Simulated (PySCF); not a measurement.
BH₂O₃, SMILES [O]B(O)O (connectivity only; charge and spin as stated), charge -1, multiplicity 1. Atoms are numbered in the order given.

```xyz
6

O      0.0000     0.0000     1.4881
B      0.0000     0.0000     0.2066
O      0.0000     1.2117    -0.6143
O      0.0000    -1.2117    -0.6143
H      0.0000     1.0262    -1.5547
H      0.0000    -1.0262    -1.5547
```
Charge -1, spin multiplicity 1.

Geometry optimised at ωB97X-D3(BJ)/def2-SVPD. The multiplicity is an assumed one; other spin states were not compared. The isomer is the one that the SMILES or the coordinates give; other isomers of the formula were not compared. One conformer was computed; it need not be the lowest.

Calculation: ωB97X-D3(BJ)/def2-SVPD run with PySCF.

Harmonic, unscaled wavenumbers; measured fundamentals usually lie a few per cent lower.

```tsv
mode	ν (cm⁻¹)	IR (km/mol)	moving atoms (share of kinetic energy)
1	47	0.0	H 96 %
2	419	171.0	H 87 %, O 13 %
3	475	7.9	O 74 %, H 19 %
4	482	0.3	O 89 %
5	692	38.5	B 82 %, O 18 %
6	785	50.3	O 92 %
7	838	0.7	H 70 %, B 20 %, O 10 %
8	1076	68.4	H 81 %, O 19 %
9	1091	603.6	B 54 %, O 24 %, H 21 %
10	1634	605.6	B 67 %, O 30 %
11	3931	0.2	H 94 %
12	3948	0.8	H 94 %
```
